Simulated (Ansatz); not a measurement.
Cd₂S₂, relaxed as a quintet with UKS r2SCAN-D4/def2-SVP in Ansatz, starting from the r2SCAN-D4/def2-SVP geometry of the neutral singlet. Force threshold 0.02 eV/Å.

In the def2 sets Cd takes a core potential; there is no spin–orbit coupling. At r2SCAN-D4/def2-SVP a triplet of charge 0 lies 1.12 eV below the quintet, each at its own geometry. The structure comes from a short search, and lower isomers may exist.

Start:

Cartesian coordinates in Å:
```
Cd -0.079 -0.107 2.304
Cd 0.079 0.108 -2.304
S -1.123 -0.280 -0.052
S 1.123 0.278 0.052
```

```
step  energy (eV)  largest force component (eV/Å)  SCF passes
   1  -30791.8885                           3.516          35
   2  -30792.7451                           1.280          41
   3  -30793.0090                           0.328          45
   4  -30793.0407                           0.016          38
```

Force components are those of the run's own axes.

End:

```xyz
4

Cd   -0.073   -0.095    2.090
Cd    0.071    0.100   -2.090
S    -1.501   -0.375   -0.069
S     1.502    0.370    0.069
```

Bonds lost: S3–S4 (atoms count from 1).

No frequencies were taken in this run, so the end may be a saddle point.

Hardware: 2 threads of Arm Neoverse V1 on a shared host. Wall time 49 s.
